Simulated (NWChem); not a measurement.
System: C4H5Cl; SMILES ClC1=CCC1

NWChem input:

```
start job
memory heap 200 mb stack 900 mb global 1100 mb
geometry units angstroms noautosym nocenter noautoz
  Cl    -0.018115    -1.799432     0.000000
  C     -0.066482    -0.061992     0.000000
  C     -1.064583     0.828408     0.000000
  C     -0.096671     2.003735     0.000000
  C      1.062330     0.940316     0.000000
  H     -2.146203     0.756221     0.000000
  H     -0.125987     2.638993    -0.892738
  H     -0.125987     2.638993     0.892738
  H      1.696244     0.940492    -0.893196
  H      1.696244     0.940492     0.893196
end
basis spherical
  * library pcsseg-1
end
dft
  xc slater vwn_5
  iterations 150
end
property
  shielding 8 1 2 3 4 5 6 7 9
end
task dft property
```

Output (shortened):

```
             Northwest Computational Chemistry Package (NWChem) 7.3.0
             --------------------------------------------------------

                             Geometry "geometry" -> ""
                             -------------------------

 Output coordinates in angstroms (scale by  1.889725989 to convert to a.u.)

  No.       Tag          Charge          X              Y              Z
 ---- ---------------- ---------- -------------- -------------- --------------
    1 Cl                  17.0000    -0.01811500    -1.79943200     0.00000000
    2 C                    6.0000    -0.06648200    -0.06199200     0.00000000
    3 C                    6.0000    -1.06458300     0.82840800     0.00000000
    4 C                    6.0000    -0.09667100     2.00373500     0.00000000
    5 C                    6.0000     1.06233000     0.94031600     0.00000000
    6 H                    1.0000    -2.14620300     0.75622100     0.00000000
    7 H                    1.0000    -0.12598700     2.63899300    -0.89273800
    8 H                    1.0000    -0.12598700     2.63899300     0.89273800
    9 H                    1.0000     1.69624400     0.94049200    -0.89319600
   10 H                    1.0000     1.69624400     0.94049200     0.89319600

 Effective nuclear repulsion energy (a.u.)     200.3465362879

                              NWChem Property Module
                              ----------------------

  itol2e modified to match energy
  convergence criterion.

                                 NWChem DFT Module
                                 -----------------

 Summary of "ao basis" -> "ao basis" (spherical)
 ------------------------------------------------------------------------------
       Tag                 Description            Shells   Functions and Types
 ---------------- ------------------------------  ------  ---------------------
 Cl                         pcsseg-1                10       24   4s5p1d
 C                          pcsseg-1                 7       17   3s3p1d
 H                          pcsseg-1                 3        5   2s1p

  itol2e modified to match energy
  convergence criterion.

            General Information
            -------------------
          SCF calculation type: DFT
          Wavefunction type:  closed shell.
          No. of atoms     :    10
          No. of electrons :    46
           Alpha electrons :    23
            Beta electrons :    23
          Charge           :     0
          Spin multiplicity:     1
          Use of symmetry is: off; symmetry adaption is: off
          Maximum number of iterations: 150
          AO basis - number of functions:   117
                     number of shells:    53
          Convergence on energy requested:  1.00D-07
          Convergence on density requested:  1.00D-05
          Convergence on gradient requested:  5.00D-04

              XC Information
              --------------
                        Slater Exchange Functional  1.000 local
                      VWN V Correlation Functional  1.000 local

             Grid Information
             ----------------
          Grid used for XC integration:  fine
          Radial quadrature: Mura-Knowles
          Angular quadrature: Lebedev.
          Tag              B.-S. Rad. Rad. Pts. Rad. Cut. Ang. Pts.
          ---              ---------- --------- --------- ---------
          Cl                  1.00      123          12.0       770
          C                   0.70       70          10.0       590
          H                   0.35       60          11.0       590
          Grid pruning is: on
          Number of quadrature shells:   703
          Spatial weights used:  Erf1

      Superposition of Atomic Density Guess
      -------------------------------------

 Sum of atomic energies:        -612.54926627

      Non-variational initial energy
      ------------------------------

[...]

          -----------------------------------------
          Chemical Shielding Tensors (GIAO, in ppm)
          -----------------------------------------

                                NWChem CPHF Module
                                ------------------

  scftype          =     RHF
  nclosed          =       23
  nopen            =        0
  variables        =     2162
  # of vectors     =        3
  tolerance        = 0.10D-03
  level shift      = 0.00D+00
  max iterations   =       50
  max subspace     =       30

 SCF residual:    1.0398299610323178E-004

Iterative solution of linear equations
  No. of variables     2162
  No. of equations        3
  Maximum subspace       30
        Iterations       50
       Convergence  1.0D-04

   iter   nsub   residual    time
   ----  ------  --------  ---------
     1      3    6.42D-05      36.1

      Atom:    1  Cl
        Diamagnetic
   1142.0937     -0.4454     -0.0000
     -0.4454   1154.9518      0.0000
     -0.0000      0.0000   1142.4162

        Paramagnetic
   -773.1935     29.3195     -0.0000
     29.3195   -205.0354      0.0000
     -0.0000      0.0000   -558.6747

        Total Shielding Tensor
    368.9002     28.8740     -0.0000
     28.8740    949.9163      0.0000
     -0.0000      0.0000    583.7415

           isotropic =     634.1860
          anisotropy =     475.7426

          Principal Components and Axis System
                 1           2           3
              951.3477    583.7415    367.4688

      1         0.0495     -0.0000      0.9988
      2         0.9988     -0.0000     -0.0495
      3         0.0000      1.0000      0.0000

      Atom:    2  C
        Diamagnetic
    255.8836     -0.8616     -0.0000
     -0.8616    272.7779     -0.0000
     -0.0000     -0.0000    234.0085

        Paramagnetic
   -236.1769    -57.2892      0.0000
    -57.2892   -293.0125      0.0000
      0.0000      0.0000   -134.7101

        Total Shielding Tensor
     19.7067    -58.1508      0.0000
    -58.1508    -20.2345      0.0000
      0.0000      0.0000     99.2984

           isotropic =      32.9235
          anisotropy =      99.5623

          Principal Components and Axis System
                 1           2           3
               99.2984    -61.7484     61.2205

      1         0.0000      0.5810      0.8139
      2        -0.0000      0.8139     -0.5810
      3         1.0000     -0.0000     -0.0000

      Atom:    3  C
        Diamagnetic
    259.2285     -4.2235     -0.0000
     -4.2235    261.0421      0.0000
     -0.0000      0.0000    229.6227

        Paramagnetic
   -248.9112    -49.2791      0.0000
    -49.2791   -278.1953      0.0000
      0.0000      0.0000   -106.2134

        Total Shielding Tensor
     10.3173    -53.5025      0.0000
    -53.5025    -17.1532      0.0000
      0.0000      0.0000    123.4092

           isotropic =      38.8578
          anisotropy =     126.8272

          Principal Components and Axis System
                 1           2           3
              123.4092    -58.6554     51.8195

      1         0.0000      0.6129      0.7901
      2         0.0000      0.7901     -0.6129
      3         1.0000     -0.0000     -0.0000

      Atom:    4  C
        Diamagnetic
    251.2452      1.2505      0.0000
      1.2505    250.5885     -0.0000
      0.0000     -0.0000    237.2776

        Paramagnetic
   -100.9273      4.7727      0.0000
      4.7727   -110.0327      0.0000
      0.0000      0.0000    -72.6918

        Total Shielding Tensor
    150.3179      6.0231      0.0000
      6.0231    140.5558      0.0000
      0.0000      0.0000    164.5858

           isotropic =     151.8198
          anisotropy =      19.1490

          Principal Components and Axis System
                 1           2           3
              164.5858    153.1894    137.6843

      1         0.0000      0.9027     -0.4303
      2         0.0000      0.4303      0.9027
      3         1.0000     -0.0000      0.0000

      Atom:    5  C
        Diamagnetic
    249.6810      4.1609     -0.0000
      4.1609    253.4338     -0.0000
     -0.0000     -0.0000    236.6163

        Paramagnetic
   -117.7880      3.7319     -0.0000
      3.7319    -96.9909      0.0000
     -0.0000      0.0000   -109.3455

        Total Shielding Tensor
    131.8930      7.8928     -0.0000
      7.8928    156.4430     -0.0000
     -0.0000     -0.0000    127.2708

           isotropic =     138.5356
          anisotropy =      30.3389

          Principal Components and Axis System
                 1           2           3
              158.7615    129.5744    127.2708

      1         0.2818      0.9595      0.0000
      2         0.9595     -0.2818     -0.0000
      3        -0.0000     -0.0000      1.0000

      Atom:    6  H
        Diamagnetic
     40.8899     -0.5591     -0.0000
     -0.5591     26.9013      0.0000
     -0.0000      0.0000     22.5358

        Paramagnetic
    -14.1306     -1.2991      0.0000
     -1.2991     -2.3370      0.0000
      0.0000      0.0000      1.2920

        Total Shielding Tensor
     26.7593     -1.8582      0.0000
     -1.8582     24.5643      0.0000
      0.0000      0.0000     23.8277

           isotropic =      25.0504
          anisotropy =       4.1541

          Principal Components and Axis System
                 1           2           3
               27.8198     23.8277     23.5037

      1         0.8685      0.0000      0.4957
      2        -0.4957      0.0000      0.8685
      3        -0.0000      1.0000     -0.0000

      Atom:    7  H
        Diamagnetic
     22.2485      0.1082      0.2169
      0.1082     31.7081     -8.7700
      0.2169     -8.7700     29.9239

        Paramagnetic
      3.0780     -0.7116     -0.3811
     -0.7116     -1.2880      4.8179
     -0.3811      4.8179     -0.1829

        Total Shielding Tensor
     25.3265     -0.6034     -0.1641
     -0.6034     30.4201     -3.9521
     -0.1641     -3.9521     29.7410

[...]
```

Level: LDA (Slater exchange, VWN5)/pcSseg-1, GIAO. All runs use the structure optimised with B3LYP/6-31G* (spherical d). The output numbers the shielded atoms by their place in the input's list. The printed shielding anisotropy is the first printed principal value minus the mean of the other two.
